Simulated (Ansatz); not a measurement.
FH₆NOSiSn, SMILES `N[SiH](F)[O][SnH3]`, relaxed with RKS PBE-D4/def2-SVP in Ansatz 0.2.0 from a rough embedded geometry. The force threshold is 0.03 eV/Å; the program also tests the step.

The species carries charge 0 and has multiplicity 1. Sn: def2 effective core potential.

Start:

```xyz
11

N     1.270    0.393    1.424
Si    1.306    0.260   -0.322
F     0.812    1.698   -0.992
O     0.317   -0.975   -0.947
Sn   -1.560   -0.522   -0.588
H     1.238   -0.615    1.828
H     0.290    0.777    1.700
H     2.678    0.038   -0.739
H    -1.883   -0.506    1.180
H    -1.860    1.103   -1.200
H    -2.609   -1.651   -1.345
```

**Question.** By how much does the energy fall, and how many steps does the optimiser take? (An estimate is asked.)

**Answer.** Ansatz gave: 15.07 kcal/mol, in 28 steps, 6 of them rejected.

**Question.** Which bonds change most? (An estimate is asked.)

**Answer.** The calculation gave: O4–Sn5 from 1.965 to 2.038 Å; Sn5–H9 from 1.796 to 1.726 Å; N1–H7 from 1.088 to 1.024 Å; N1–H6 from 1.086 to 1.024 Å.

**Question.** Give the relaxed structure. (Best estimate.)

**Answer.** The calculation gave: 
```xyz
11

N     0.802    0.545    1.254
Si    1.344    0.189   -0.363
F     1.463    1.671   -1.053
O     0.211   -0.759   -1.095
Sn   -1.741   -0.609   -0.533
H     0.849   -0.183    1.972
H     1.038    1.456    1.657
H     2.674   -0.476   -0.521
H    -1.923   -1.450    0.964
H    -2.190    1.053   -0.452
H    -2.526   -1.437   -1.828
```
